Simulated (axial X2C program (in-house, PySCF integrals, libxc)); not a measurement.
**OCTe: properties at the nuclei**

Calculated with an in-house all-electron X2C program for linear molecules (integrals from PySCF): two-component X2C with atomic mean-field Coulomb and Gaunt terms, Gaussian nuclei, basis O dyall-av3z, C dyall-v3z, Te dyall-v3z with contracted cores.

O–C–Te held linear, with bonds 1.147 and 1.939 Å (near the PBE0 minimum at charge 0 of the determinant lowest at the starting distance; the state shown can have its own minimum elsewhere, held linear; other orders of the atoms were not compared).

Input and command:
```json
{"zs": [8, 6, 52], "q": 0, "bas": ["dyall-av3z", "dyall-v3z", "dyall-v3z"], "r0": [1.15, 1.92], "symm": 0, "scan": ["PBE0", "HF", "r2SCAN"], "levels": ["PBE0", "HF", "TPSSh"], "nst": 2}
```
```bash
python solin.py task.json out
```

Keys: zs atomic numbers; q charge; bas basis sets; r0 starting distance in Å; symm equal bonds; scan levels of the two-bond scan; levels methods; nst determinants followed.

Determinant lowest in the PBE0 search, Ω = 0 (closed shell), highest spinor 74% Te p, 9% O p, 8% C p:

```csv
level,qzz O (a.u.),qzz C (a.u.),qzz Te (a.u.),μ (D)
PBE0,-0.04,-0.56,10.06,0.91
HF,-0.11,-0.84,11.83,0.50
TPSSh,-0.03,-0.52,10.00,0.90
```

qzz is the electric field gradient, eQq0 = 234.96 MHz × Q/barn × qzz; μ is positive if the Te end (last atom) is positive. The operators were transformed with the bare-nucleus X2C matrices; with these basis sets, hyperfine constants and field gradients can be off by tens of per cent, and where levels differ in sign neither size nor sign is settled.

The molecule was held linear; bending was not examined, so a bent shape may lie lower.

Each state is one determinant with collinear spin. The search compared states at one distance, so a state with another bond length can lie lower. Where a field gradient or hyperfine factor spreads by more than a factor of two over the levels, a constant derived from it is not to be relied on.
